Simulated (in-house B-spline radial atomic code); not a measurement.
The numbers below are computed, except where a source is named.
**Correlation energy from the adiabatic connection: −V exp(−r²/w²), V = 5.73, w = 2.9**

Two electrons in a singlet, external potential −V exp(−r²/w²), V = 5.73, w = 2.9 (atomic units). Full CI in B-splines (partial waves to l = 8, correlation up to 0.6 % small) with the density held fixed gives W(λ) = <V_ee>_λ − U, and E_c is the integral of W(λ) − W(0) from 0 to 1.

| λ | W(λ) − W(0) (hartree) |
| --- | --- |
| 0 | 0.00000 |
| 0.02 | -0.00196 |
| 0.05 | -0.00486 |
| 0.12 | -0.01140 |
| 0.25 | -0.02284 |
| 0.4 | -0.03497 |
| 0.6 | -0.04955 |
| 0.8 | -0.06256 |
| 1 | -0.07422 |

Integrate the table by the trapezoid rule.

The strips give -0.00002, -0.00010, -0.00057, -0.00223, -0.00434, -0.00845, -0.01121, -0.01368, which sum to -0.04059 hartree. The direct value, W(1) − W(0) + T_c with T_c = 0.03352, is -0.04069; the curve is convex, so chords lie above it and the trapezoids fall short in size by 0.24 %.

Now use only three numbers: W(0) = -0.74957, the initial slope W'(0) = -0.09864 (extrapolated from the first points) and the strong-coupling limit of the point-charge-plus-continuum model, W∞ = -1.0309. What do second-order theory and the interpolation W(λ) = W∞ + (W(0) − W∞)/√(1 + 2χλ) of Seidl, Perdew and Levy give?

Second order keeps the slope alone: E_c = W'(0)/2 = -0.04932, +21 % in size against -0.04069. Matching the slope fixes χ = W'(0)/(W∞ − W(0)) = -0.09864/(-0.28133) = 0.35062. Integrating, with s = √(1 + 2χ) = 1.304316, E_c = −(W(0) − W∞)(s − 1)/(s + 1) = −0.28133 × 0.304316/2.304316 = -0.03715 hartree, -8.7 % in size against the full result. At λ = 1 the formula gives W − W(0) = -0.06564 against -0.07422. Part of the miss can come from the model's W∞.
